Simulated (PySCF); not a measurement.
# A series of derivatives of CC1CCC1=S

Parent skeleton `[CH3:1][CH:2]1[CH2:3][CH2:4][C:5]1=[S:6]`; one hydrogen on atom 2 is replaced by X. Hydrogens on one atom are averaged.

All values are calculated (PySCF): GFN2-xTB structure, σ from GIAO-PBE0/pcSseg-1. Single conformer, relativity neglected, equivalent nuclei averaged, no solvent model.

Shifts are taken against calculated references (same method and geometry level): ¹³C (σref 186.93) and ¹H (σref 31.72) against TMS; ³³S (σref 503.73) against CS2.

(1) Give δ (ppm) for X = CH2CN, OCHO, F, COOH, CH3, CH2Cl, COCH3, OCHF2, CH2NH2.

(2) Which position responds most, and to which substituents?

Results:

(1) 
```
     X                 SMILES    C1    C2    C3    C4     C5      S6  H(C1)  H(C3)  H(C4)
 CH2CN     C[C@]1(CC#N)CCC1=S  27.9  61.1  30.7  48.2  294.7   946.9   1.49   2.59   3.38
  OCHO    C[C@@]1(OC=O)CCC1=S  25.1  88.6  34.5  47.1  282.6  1033.9   1.71   3.04   3.22
     F       C[C@@]1(F)CCC1=S  26.3  99.6  33.5  45.7  288.5  1063.4   1.48   2.84   3.12
  COOH  C[C@@]1(C(=O)O)CCC1=S  26.8  72.0  27.5  50.3  284.3   968.8   1.63   2.95   3.36
   CH3           CC1(C)CCC1=S  30.1  61.3  32.7  47.6  300.5   915.1   1.22   2.35   3.30
 CH2Cl     C[C@@]1(CCl)CCC1=S  26.9  66.0  30.1  47.5  295.1   952.8   1.45   2.48   3.27
 COCH3  CC(=O)[C@@]1(C)CCC1=S  29.4  82.2  26.1  48.8  286.5   903.1   1.56   2.90   3.19
 OCHF2   C[C@]1(OC(F)F)CCC1=S  27.4  85.4  33.8  46.3  294.1  1016.8   1.57   2.83   3.26
CH2NH2      C[C@@]1(CN)CCC1=S  25.2  68.2  30.3  46.9  298.5   905.3   1.23   2.23   3.24
```

(2) S6: from 903.1 ppm with COCH3 to 1063.4 ppm with F.
